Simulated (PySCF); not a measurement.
Job file and geometry (Å, from GFN2-xTB) of an NMR shielding run on `[H]/N=C(\CC#C[SiH3])CC=C`, C₇H₁₁NSi, PySCF 2.14.0, density-fitted response routines, GIAO PBE0/pcSseg-1 NMR shielding, non-relativistic, gas phase; density fitting, a coarse starting grid and PySCF grid level 2 are the driver's defaults:

```
$ OMP_NUM_THREADS=1 python probes_run.py task.json out

{"job": {"kind": "nmr", "xc": "PBE0", "basis": "pcSseg-1"}, "charge": 0, "multiplicity": 1}
C     -2.441696     0.592365    -0.958732
C     -2.172487     0.929623     0.288337
C     -0.803376     1.282200     0.788953
C     -0.290240     0.210951     1.712859
N     -0.134515     0.481193     2.927549
C     -0.028658    -1.133423     1.055475
C      0.925602    -1.000487    -0.026557
C      1.726278    -0.850387    -0.915036
Si     2.938495    -0.623873    -2.285847
H     -3.438784     0.339641    -1.278308
H     -1.673517     0.559081    -1.714723
H     -2.953449     0.949761     1.037394
H     -0.840538     2.219914     1.345250
H     -0.113957     1.377806    -0.052552
H      0.212932    -0.274962     3.514337
H      0.346937    -1.850197     1.793525
H     -0.975382    -1.507396     0.650711
H      2.672092    -1.637188    -3.310926
H      4.289115    -0.776656    -1.740240
H      2.750000     0.722713    -2.834508
```

Task: What does the program print?

Result: 
```
coarse grid: 17112 points
cycle   1  E = -616.8016282450  dE =  1.058e+00  |g| = 5.592e-01  |ddm| = 4.242e+00
cycle   2  E = -616.7408073019  dE =  6.082e-02  |g| = 7.756e-01  |ddm| = 1.395e+00
cycle   3  E = -616.8693104951  dE = -1.285e-01  |g| = 2.087e-01  |ddm| = 8.178e-01
cycle   4  E = -616.8794431900  dE = -1.013e-02  |g| = 5.422e-02  |ddm| = 2.087e-01
cycle   5  E = -616.8799983083  dE = -5.551e-04  |g| = 2.911e-02  |ddm| = 5.714e-02
cycle   6  E = -616.8801904046  dE = -1.921e-04  |g| = 4.825e-03  |ddm| = 2.482e-02
cycle   7  E = -616.8801959889  dE = -5.584e-06  |g| = 1.458e-03  |ddm| = 6.161e-03
final grid: 160472 points
cycle   8  E = -616.9339936455  dE = -4.816e-05  |g| = 7.603e-03  |ddm| = 5.393e-02
cycle   9  E = -616.9339916284  dE =  2.017e-06  |g| = 8.133e-03  |ddm| = 1.659e-02
cycle  10  E = -616.9340085780  dE = -1.695e-05  |g| = 1.379e-03  |ddm| = 8.669e-03
cycle  11  E = -616.9340090329  dE = -4.549e-07  |g| = 3.253e-04  |ddm| = 1.243e-03
cycle  12  E = -616.9340090503  dE = -1.733e-08  |g| = 1.892e-04  |ddm| = 3.363e-04
cycle  13  E = -616.9340090583  dE = -8.041e-09  |g| = 4.539e-05  |ddm| = 1.746e-04
cycle  14  E = -616.9340090588  dE = -4.775e-10  |g| = 1.297e-05  |ddm| = 4.944e-05
converged SCF energy = -616.9340090588

GIAO shielding tensors (ppm)
atom      isotropic    diamagn.    paramagn.     s11        s22        s33       span
  0 C       60.637     255.518    -194.882    -52.239     77.068    157.081    209.320
  1 C       41.859     257.670    -215.811    -78.457     46.965    157.069    235.526
  2 C      138.125     249.077    -110.952    117.654    141.404    155.318     37.665
  3 C        9.780     255.584    -245.804    -98.124      4.042    123.423    221.547
  4 N      -86.534     317.618    -404.152   -384.766    -65.631    190.794    575.559
  5 C      152.011     249.293     -97.282    127.933    155.159    172.940     45.008
  6 C       73.409     275.000    -201.591    -26.241    -20.995    267.462    293.703
  7 C      102.160     258.871    -156.711     22.579     29.267    254.634    232.055
  8 Si     448.585     882.714    -434.129    440.903    443.254    461.599     20.696
  9 H       26.209      28.646      -2.437     23.612     25.460     29.556      5.945
 10 H       25.852      33.544      -7.692     22.718     25.685     29.154      6.436
 11 H       25.578      30.454      -4.876     23.001     25.891     27.841      4.840
 12 H       28.537      31.217      -2.681     25.502     27.075     33.034      7.531
 13 H       27.786      33.168      -5.382     25.067     28.175     30.116      5.049
 14 H       21.308      32.911     -11.603     13.223     24.676     26.024     12.801
 15 H       29.124      30.626      -1.502     24.652     28.688     34.033      9.381
 16 H       27.795      30.616      -2.821     25.074     27.410     30.900      5.826
 17 H       27.436      29.004      -1.568     23.913     25.785     32.611      8.698
 18 H       27.468      28.845      -1.377     23.849     25.826     32.729      8.880
 19 H       27.406      30.164      -2.758     23.804     26.338     32.076      8.272
```

Task: Turn these shieldings into chemical shifts. Shifts are taken against calculated references (same method and geometry level): ¹³C (σref 186.93) and ²⁹Si (σref 349.16) and ¹H (σref 31.72) against TMS; ¹⁵N (σref 267.73) against NH3.

Result: Averaging equivalent atoms: C 3: 177.1; C 1: 145.1; C 0: 126.3; C 6: 113.5; C 7: 84.8; C 2: 48.8; C 5: 34.9; N 4: 354.3; Si 8: -99.4; H 14: 10.41; H 11: 6.14; H 10: 5.86; H 9: 5.51; H 17/18/19: 4.28; H 12/13: 3.56; H 15/16: 3.26 ppm. Experimental scales use liquid or dissolved standards, which lie at an offset from isolated NH3 (liquid NH3: subtract about 20 ppm). Unscaled 15N shifts of sp2 nitrogen come out 20 to 40 ppm too high even then.

Size and cost of the density-fitted run: 215 basis functions, 40 s wall time on 1 thread of an Arm Neoverse V2, shared host; peak memory 0.97 GiB.
